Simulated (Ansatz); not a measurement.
Consider the formal exchange of groups at the Se–Ge bond: `[Cl][Ge]([Cl])([Cl])[SeH]` + `[Cl][GeH3]` → `[Cl][GeH2][SeH]` + `[Cl][GeH]([Cl])[Cl]`.

Program: Ansatz. Geometries: PBE0-D4/def2-TZVP. ΔE: electronic, gas phase. CCSD(T)/CBS adds triple-zeta CCSD(T) − MP2 to the extrapolated MP2 energy (def2 sets, frozen cores). Functionals use def2-TZVPP. For Ge, Se outer-core shells are correlated without core-valence functions, which leaves a few kJ/mol of doubt a bond. Scalar relativity is left out up to krypton. One conformer a species, not always the lowest.

`[Cl][Ge]([Cl])([Cl])[SeH]`:

Z-matrix (Å, degrees):
```
Ge
Cl 1 2.127
Cl 1 2.131 2 108.7
Cl 1 2.131 2 108.8 3 115.6
Se 1 2.323 2 107.3 3 -122.2
H 5 1.470 1 90.7 2 -179.7
```

`[Cl][GeH3]`:

```xyz
5

Cl   -1.601    1.114    0.415
Ge    0.129   -0.090   -0.033
H     1.238    0.865   -0.486
H    -0.274   -1.059   -1.149
H     0.508   -0.831    1.252
```

`[Cl][GeH2][SeH]`:

```xyz
6

Cl    1.172    2.101    0.307
Ge   -0.114    0.459   -0.210
Se    0.779   -1.380    0.944
H    -1.528    0.812    0.270
H    -0.041    0.280   -1.732
H    -0.267   -2.271    0.420
```

`[Cl][GeH]([Cl])[Cl]`:

Cartesian coordinates in Å:
```
Cl 0.416 -0.982 -1.787
Ge -0.111 -0.065 0.057
Cl 1.562 -0.171 1.365
Cl -0.550 1.983 -0.310
H -1.316 -0.765 0.675
```

```csv
level,ΔE (kcal/mol),difference from CCSD(T)/CBS
revPBE-D4,1.6,1.0
BLYP-D4,1.8,1.2
r2SCAN-D4,0.8,0.2
PBE-QIDH,0.4,-0.2
PBE,0.4,-0.2
BLYP,0.2,-0.4
r2SCAN0,0.2,-0.4
MP2/def2-SVP,1.4,0.8
HF/def2-QZVPP,-1.4,-2.0
MP2/CBS(def2),1.2,0.6
CCSD(T)/CBS,0.6,0
```

Largest T1 diagnostic among the species: 0.010.

Leaving LDA and LC-ωPBE aside and taking each functional with its dispersion term where it has one, the values spread over 1.4 kcal/mol, from PBE-QIDH to BLYP-D4. In def2-TZVPP, CCSD(T) changes the Hartree–Fock value by +2.1 kcal/mol (the triples alone add +0.4 kcal/mol) and MP2 by +2.7 kcal/mol.
